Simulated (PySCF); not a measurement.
Electric properties by functional and basis

C4H12GeSi.
Structure used (PBE0-D3(BJ)/def2-SVP), in Å, numbered top down from 1:
```
atom  x, y, z in Å
Si1    1.7814    0.4304    1.3703
Ge2    1.1442   -1.0227   -0.4127
C3    -0.6603   -0.6006   -1.0680
C4    -0.8961    0.9005   -1.3663
C5    -1.6262    1.0259   -0.0156
C6    -1.7346   -0.5097    0.0436
H7     3.1618    0.0997    1.8424
H8     1.7668    1.8580    0.9209
H9     0.8430    0.2942    2.5284
H10    1.1874   -2.4838    0.0894
H11    2.1656   -0.8771   -1.5636
H12   -0.8808   -1.2953   -1.8939
H13   -1.5772    1.0421   -2.2202
H14   -0.0163    1.5442   -1.5290
H15   -2.5649    1.5992   -0.0003
H16   -0.9751    1.4297    0.7759
H17   -1.5266   -0.9962    1.0105
H18   -2.7139   -0.8700   -0.3088
```

PySCF, dipoles from the SCF density, polarisabilities from static response with core orbitals frozen. Isolated species at its PBE0-D3(BJ)/def2-SVP geometry (one conformer only). Relativistic effects, spin–orbit coupling among them, are left out although an element past zinc is present.

The anisotropy is √(½[(α1 − α2)² + (α2 − α3)² + (α3 − α1)²]).

```csv
level,μ (D),α (Å³),anisotropy (Å³)
LDA/def2-SVPD,1.086,16.97,3.38
PBE/def2-SVPD,1.118,16.59,3.24
B3LYP/def2-SVPD,1.077,16.12,2.99
PBE0/def2-SVPD,1.073,16.00,2.96
BHandHLYP/def2-SVPD,1.033,15.55,2.72
CAM-B3LYP/def2-SVPD,1.020,15.84,2.82
wB97X-D/def2-SVPD,1.052,15.85,2.79
LC-wPBE/def2-SVPD,0.991,15.42,2.66
HF/def2-SVPD,1.045,14.94,2.39
PBE0/6-31G*,1.145,13.61,3.02
PBE0/def2-SVP,1.108,14.40,2.69
PBE0/aug-cc-pVDZ,1.090,16.32,2.95
PBE0/def2-TZVP,1.099,15.73,2.94
```

The dipole runs from 0.99 D (LC-wPBE/def2-SVPD) to 1.15 D (PBE0/6-31G*). No reference polarisability is at hand; against PBE0 in the largest diffuse basis at hand (aug-cc-pVDZ) the other PBE0 rows deviate by 6-31G* -17%, def2-SVP -12%, def2-SVPD -2%, def2-TZVP -4%. In one basis (def2-SVPD) the functionals order the polarisability from HF (lowest) to LDA (highest), a spread of 14%. With PBE0 the polarisability is 14.58 Å³ without diffuse functions (mean of 6-31G*, def2-SVP and def2-TZVP) and 16.16 Å³ with them (mean of def2-SVPD and aug-cc-pVDZ).
